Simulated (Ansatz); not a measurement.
C2H6F2HfO2 (`C[O][Hf]([F])([F])[O]C`). Charge 0, multiplicity 1. Hf takes the def2 core potential.

```xyz
13

C    -0.0010   -2.4903    1.1229
O    -0.5219   -1.2285    0.8597
Hf   -1.1172    0.5300    0.4234
F    -2.8149    0.4176   -0.4683
F    -1.3163    1.5466    2.0409
O     0.1320    1.4098   -0.7178
C     1.1034    1.9666   -1.5419
H    -0.7352   -3.2643    0.8782
H     0.9007   -2.6678    0.5278
H     0.2592   -2.5825    2.1820
H     0.6503    2.3437   -2.4640
H     1.6020    2.7990   -1.0356
H     1.8589    1.2200   -1.8074
```

Q: What are the harmonic wavenumbers in cm⁻¹ at PBE0-D4/def2-TZVP (Ansatz, finite differences of forces, unscaled)? (Estimate.)

A: The calculation gave: 41, 43, 56, 66, 81, 82, 161, 175, 182, 206, 215, 503, 506, 621, 628, 1182, 1184, 1184, 1185, 1219, 1257, 1480, 1482, 1491, 1492, 1493, 1493, 3019, 3021, 3090, 3091, 3094, 3094.

Q: Is this a minimum?

A: Yes, all 33 modes are real.

Q: Give the ideal-gas thermochemistry at 298.15 K and 1 bar (rigid rotor, harmonic oscillator; point group Cs, symmetry number 1).

A: Zero-point energy 228.0 kJ/mol; H(298) − E = 260.6 kJ/mol; entropy 471.9 J/(mol·K), of which translation 179.1, rotation 122.9, vibration 170.0; G(298) − E = 119.9 kJ/mol. Modes under 100 cm⁻¹ are hindered rotations or soft bends, so the harmonic entropy is rough.
